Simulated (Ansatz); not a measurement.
Wavefunction ladder for CH$_{6}$BClOSi, SMILES `OB(Cl)C[SiH3]`

```xyz
11

O    -0.050   -1.878    1.183
B    -0.649   -0.727    0.811
Cl   -2.411   -0.733    0.532
C     0.175    0.563    0.584
Si    0.622    0.804   -1.230
H    -0.657   -2.620    1.259
H    -0.384    1.453    0.885
H     1.114    0.523    1.145
H     1.400   -0.361   -1.729
H    -0.607    0.945   -2.053
H     1.448    2.030   -1.387
```

Total charge 0; spin multiplicity 1. Geometry: relaxed with PBE0-D4/def2-TZVP. It is one conformer, not always the lowest. Frozen core, restricted reference, Ansatz 0.2.0. CBS rows extrapolate triple and quadruple zeta; past MP2 they add the triple-zeta difference.

| basis | HF (Eh) | MP2 corr. |
| --- | --- | --- |
| def2-SVP | -889.11928 | -0.64634 |
| def2-TZVPP | -889.54097 | -0.82838 |
| def2-QZVPP | -889.56914 | -0.89396 |

Problem. Estimate the CCSD correlation energy and the (T) correction in each basis where they were run (hartree).

Solution. 
```tsv
basis	CCSD corr.	(T)
def2-SVP	-0.70178	-0.01831
def2-TZVPP	-0.88118	-0.03466
CBS(def2)	-0.99535	as TZ
```
